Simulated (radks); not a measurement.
Values are calculated unless marked as measured or tabulated.
Initial-state core-level shifts of neutral osmium when its valence configuration changes from [Xe] 4f14 5d6 6s2. Level of theory: scalar-relativistic Kohn-Sham, LDA (Slater exchange, Perdew-Wang correlation), spin-polarised, spherical densities, finite nucleus; open shells are filled with parallel spins first (spin-orbit coupling, left out, can overturn this in heavy ions); Fermi nuclear charge, rms radius 5.4126 fm (a radial shooting solver on a logarithmic mesh with Libxc functionals). Shifts are changes of the shell-averaged eigenvalues in eV (positive: less bound); the change of the density at the nucleus, which sets a Mossbauer isomer shift, is in e/bohr^3, on a base of 1.782e+06.

valence	1s	2p	4p	4d	density at nucleus
4f13 5d6 6s2 6p1	-15.336	-16.267	-15.959	-15.487	+152.8
4f13 5d7 6s2	-10.795	-11.622	-11.361	-10.887	+111.7
4f12 5d8 6s2	-22.042	-23.761	-23.020	-22.046	+227.7
4f14 5d6.5 6s1.5	+1.190	+1.239	+1.227	+1.229	-55.5
4f14 5d6 6s1 6p1	-1.512	-1.494	-1.508	-1.507	-86.6
4f14 5d6 6p2	-3.085	-3.038	-3.067	-3.065	-199.3
4f14 5d5.5 6s2 6p0.5	-2.110	-2.156	-2.143	-2.145	+18.4
4f14 5d7 6s1	+2.307	+2.403	+2.381	+2.385	-107.2
4f13 5d6 6s1 6p2	-16.654	-17.572	-17.279	-16.806	+44.8
